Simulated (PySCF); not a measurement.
AlF4, SMILES [F][Al-]([F])([F])[F], charge -1. The structure is a stationary point at PBE-D3(BJ)/def2-SVPD. The isomer is the one that the SMILES or the coordinates give; other isomers of the formula were not compared.

Give the equilibrium geometry at PBE-D3(BJ)/def2-SVPD (PySCF confirms it by a frequency run) as a Z-matrix, and its point group. (Estimate from the structure and the level; the computed values follow.)

point group Td.
```
Al
F 1 1.7300
F 1 1.7300 2 109.47
F 1 1.7300 2 109.47 3 -120.00
F 1 1.7300 2 109.47 4 -120.00
```
Charge -1, spin multiplicity 1.
